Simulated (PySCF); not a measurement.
All of these have the formula C5H9NOSi. Method used: PySCF, TDDFT B3LYP/def2-SVPD, vertical, gas phase, core orbitals frozen in the response. Geometries: GFN2-xTB; one conformer of each isolated species. Triplets are in the Tamm–Dancoff approximation. 'Strongest' means the level of largest summed f among the lowest 8 singlets; it needn't be the same kind of state in each.

Task: Rank by computed lowest triplet energy, highest first.
A. `C=CC[C@@H](C#N)O[SiH3]`
B. `C[Si](C)(C=O)CC#N`
C. `C1[C@@H]([SiH2]1)/C(=N/[H])C(C)=O`
D. `CO[C@@H]1C[C@]1([SiH3])C#N`
E. `c1cc(O[SiH3])cn1C`
F. `N#CC[C@@H]1CCO[SiH2]1`

Result: F (6.41 eV), D (5.93 eV), A (4.53 eV), E (4.17 eV), C (2.72 eV), B (2.46 eV).

```csv
SMILES,T1 (eV),strongest (eV),gap (eV),f (strongest),f (S1),α (au),S1 mainly
N#CC[C@@H]1CCO[SiH2]1,6.41,7.19,7.69,0.03,0.002,86.7,H→L (91%)
CO[C@@H]1C[C@]1([SiH3])C#N,5.93,6.90,7.32,0.05,0.012,92.0,H→L (90%)
C=CC[C@@H](C#N)O[SiH3],4.53,7.42,7.00,0.12,0.058,93.1,H→L (83%)
Cn1ccc(O[SiH3])c1,4.17,5.71,5.79,0.12,0.001,96.0,H→L (98%)
[H]/N=C(\C(C)=O)[C@H]1C[SiH2]1,2.72,5.92,4.28,0.14,0.006,99.1,H-1→L (64%)
C[Si](C)(C=O)CC#N,2.46,6.81,4.85,0.07,0.001,92.3,H→L (99%)
```

H and L stand for HOMO and LUMO.

- `N#CC[C@@H]1CCO[SiH2]1`: Löwdin shares by element: HOMO oxygen 48%, carbon 12% or more, silicon 10%, hydrogen 8% or more (atoms not listed hold the other 22%); LUMO silicon 34%, hydrogen 22% or more, oxygen 9% (atoms not listed hold the other 36%).
- `CO[C@@H]1C[C@]1([SiH3])C#N`: Löwdin shares by element: HOMO oxygen 37%, carbon 26% or more, nitrogen 10% (atoms not listed hold the other 28%); LUMO silicon 33%, hydrogen 25% or more (atoms not listed hold the other 41%).
- `C=CC[C@@H](C#N)O[SiH3]`: Löwdin shares by element: HOMO carbon 79% or more (atoms not listed hold the other 21%); LUMO carbon 26% or more, silicon 16%, nitrogen 9% (atoms not listed hold the other 50%).
- `Cn1ccc(O[SiH3])c1`: Löwdin shares by element: HOMO carbon 62% or more, oxygen 13% (atoms not listed hold the other 24%); LUMO silicon 38%, hydrogen 35% or more (atoms not listed hold the other 27%).
- `[H]/N=C(\C(C)=O)[C@H]1C[SiH2]1`: Löwdin shares by element: HOMO carbon 38% or more, silicon 24%, nitrogen 16% (atoms not listed hold the other 22%); LUMO carbon 40% or more, oxygen 24%, nitrogen 18% (atoms not listed hold the other 18%).
- `C[Si](C)(C=O)CC#N`: Löwdin shares by element: HOMO oxygen 50%, carbon 21% or more, silicon 10%, hydrogen 10% or more; LUMO carbon 40% or more, oxygen 34%, silicon 9%, hydrogen 6% or more.
